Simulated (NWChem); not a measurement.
System: SiNH2F, singlet; SMILES [Si](N)F

```xyz
5

Si    -0.6431     0.0508     0.0000
F      0.4575     1.2754     0.0000
N      0.4635    -1.2576     0.0000
H      1.4761    -1.1585     0.0000
H      0.1656    -2.2277     0.0000
```
Atoms are numbered in this order, from 1.

Computed with NWChem. Low-valent species are run as closed-shell singlets; no triplet was tried in these runs. The geometry was optimised at PBE0/def2-SVP.

Question: What does the run give for PBE/3-21G? Quantities: highest occupied level (eV); orbital gap (eV); dipole (D).

Answer: 
```json
{
  "highest occupied level (eV)": "-5.55",
  "orbital gap (eV)": "4.07",
  "dipole (D)": "2.83"
}
```
